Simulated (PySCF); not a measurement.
**Cost of excited-state runs on SMILES FC(F)[C@H]1COCO1, C4H6F2O2**

Molfile (atoms numbered from 1):
```
C4H6F2O2
     RDKit          3D

 14 14  0  0  0  0  0  0  0  0999 V2000
    2.7132    0.2307    0.1187 F   0  0  0  0  0  0  0  0  0  0  0  0
    1.6479   -0.2548   -0.5581 C   0  0  0  0  0  0  0  0  0  0  0  0
    1.5180    0.5406   -1.6460 F   0  0  0  0  0  0  0  0  0  0  0  0
    0.3984   -0.2627    0.3483 C   0  0  1  0  0  0  0  0  0  0  0  0
   -0.7725    0.6286   -0.1366 C   0  0  0  0  0  0  0  0  0  0  0  0
   -1.9009   -0.2035    0.0038 O   0  0  0  0  0  0  0  0  0  0  0  0
   -1.4259   -1.4903   -0.2193 C   0  0  0  0  0  0  0  0  0  0  0  0
   -0.1610   -1.5601    0.4005 O   0  0  0  0  0  0  0  0  0  0  0  0
    1.8932   -1.2707   -0.9012 H   0  0  0  0  0  0  0  0  0  0  0  0
    0.7284    0.0041    1.3594 H   0  0  0  0  0  0  0  0  0  0  0  0
   -0.9202    1.5155    0.4773 H   0  0  0  0  0  0  0  0  0  0  0  0
   -0.6361    0.9192   -1.1855 H   0  0  0  0  0  0  0  0  0  0  0  0
   -2.0944   -2.2171    0.2459 H   0  0  0  0  0  0  0  0  0  0  0  0
   -1.3263   -1.6973   -1.3033 H   0  0  0  0  0  0  0  0  0  0  0  0
  1  2  1  0
  2  3  1  0
  2  4  1  0
  4  5  1  0
  5  6  1  0
  6  7  1  0
  7  8  1  0
  8  4  1  0
  2  9  1  0
  4 10  1  1
  5 11  1  0
  5 12  1  0
  7 13  1  0
  7 14  1  0
M  END
```

PySCF with density fitting, on 1 thread of an Arm Neoverse N1, shared host. Command: `OMP_NUM_THREADS=1 python excited_run.py task.json out`

Question: How long does this run take, and how much memory?
- magnetisability and related constants, KT3/pcSseg-1; writes grids

Answer: 
| run | level | basis functions | wall time | peak memory (GiB) |
| --- | --- | --- | --- | --- |
| magnetisability and related constants | KT3/pcSseg-1 | 166 | 60 s | 0.59 |

Times from a shared host are rough.
